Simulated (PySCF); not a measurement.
F3Y, SMILES [F][Y]([F])[F] (connectivity only; charge and spin as stated), charge -1, multiplicity 2. Atoms are numbered in the order given.

```xyz
4

Y      0.0000     0.0000     0.0000
F     -2.0634     0.0000     0.0000
F      1.0317     1.7869     0.0000
F      1.0317    -1.7869     0.0000
```
Charge -1, spin multiplicity 2.

Geometry: PBE0-D3(BJ)/def2-SVPD. A frequency run showed that this geometry is not a minimum. The spin state was assumed, not searched. The isomer is the one that the SMILES or the coordinates give; other isomers of the formula were not compared. The def2 effective core potentials stand for the cores of Y; spin–orbit coupling is left out.

Method: M06-2X/def2-TZVPD in PySCF.

Mulliken values depend strongly on the basis, most of all with diffuse functions as here. ESP charges are fitted to the potential on shells at 1.4 to 2.0 van der Waals radii. Atomic charges (e):

| atom | Mulliken | ESP fit | Mulliken spin |
|---|---|---|---|
| Y1 | 1.05 | 0.55 | 1.04 |
| F2 | -0.68 | -0.52 | -0.01 |
| F3 | -0.68 | -0.52 | -0.01 |
| F4 | -0.68 | -0.52 | -0.01 |
